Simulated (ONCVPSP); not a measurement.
**calcium: ONCV pseudisation with PBE, scalar-relativistic reference atom.**

- Element: calcium
- Generator: ONCVPSP 4.0.1
- Type: optimised norm-conserving Vanderbilt (ONCV)
- Functional: PBE
- Relativity: scalar-relativistic
- Frozen core: [Ne]
- Valence charge: 10
- Reference configuration: 3s2 3p6 (charge +2)
- Partial waves: 3s: rc 1.15 bohr, ncon 4, nbas 8, qcut 6.3 1/bohr, 2 projectors, debl 2.3 Ha; 3p: rc 1.85 bohr, ncon 4, nbas 8, qcut 6 1/bohr, 2 projectors, debl 1.9 Ha; d scattering state at 0.04 Ha: rc 1.45 bohr, ncon 5, nbas 9, qcut 7.5 1/bohr, 2 projectors, debl 1.8 Ha
- Local potential: polynomial inside 1.00 bohr (lpopt 5, dvloc0 0 Ha)
- Core correction: none

In the d channel the program set the typed energies aside and used 0.050, 1.850 Ha.

What the tests gave:

```
Cutoffs needed           : 62 Ha and 126 Ha (the cutoffs (Ha) at which the residual kinetic energy of the hardest occupied pseudo-wave falls to 1 and 0.1 mHa per electron)
Ghost test               : no bound ghost flagged; no localised positive-energy state flagged
Largest excitation error : +0.7 meV (all-electron minus pseudo) for 3s2 3p6 4s2, out of 4 test configurations
```

Generation and tests took about 3.9 s on one core of a shared server CPU.
